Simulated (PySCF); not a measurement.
Input of a run (PBE0-D3(BJ)/def2-SVP geometry optimisation, gas phase (PySCF 2.14.0)), started from a GFN2-xTB structure with every atom displaced at random (by about 0.01 Å):
```
{"job": {"xc": "PBE0", "basis": "def2-SVP", "d3": "d3bj", "grid": 1, "shake": 0.01, "kind": "geom"}, "charge": 0, "multiplicity": 1}
C      1.535960    -0.171780     0.456380
N      0.400110    -0.731010     0.432360
Ge    -1.209480    -0.133480    -0.226420
Br    -0.974890     1.976510    -1.100400
H      1.700730     0.852570     0.046490
H      2.367250    -0.652250     0.884480
H     -1.612550    -1.072910    -1.306220
H     -2.151990    -0.086800     0.916350
```

Output (energies in Eh, forces in Eh/bohr):
```
step   0  E = -4745.12679544  max force = 0.045993
step   1  E = -4745.13105964  max force = 0.017809
step   2  E = -4745.13147889  max force = 0.005123
step   3  E = -4745.13165163  max force = 0.004718
step   4  E = -4745.13181048  max force = 0.000669
step   5  E = -4745.13181820  max force = 0.000352
optimisation converged
```

**Question.** Summarise the run.

**Answer.** The energy falls by 3.2 kcal/mol over 6 energy and gradient evaluations, the largest force component goes from 0.0460 to 3.5e-04 Eh/bohr, and the atoms move by 0.058 Å rms after alignment. The bond that changes most is C1–H6 (C=N carbon to hydrogen on a C=N carbon), which lengthens by 0.054 Å. Bonds longer at the end by more than 0.005 Å: 4 of 7; shorter: 1. Among the angles that change most is C1–N2–Ge3, from 130.4° to 124.0°. The energy never rose by more than 1e-6 Eh on the way. The first step brought 85 % of the lowering.

**Question.** What are the final bond lengths?

**Answer.** C1=N2 1.262 Å, N2–Ge3 1.842 Å, Ge3–Br4 2.327 Å, C1–H5 1.110 Å, C1–H6 1.106 Å, Ge3–H7 1.532 Å, Ge3–H8 1.532 Å. Numbering counts from 1 in the input's order; the species is `C=[N][GeH2][Br]`.

The run used 112 basis functions and 42 SCF cycles in all.

No PBE0-D3(BJ)/def2-SVP frequencies stand behind this structure, so it isn't proved a minimum. One conformer, not necessarily the lowest.

Conformer computed: `[CH2:1]=[N:2][GeH2:3][Br:4]`: C1–N2–Ge3–Br4 1°.
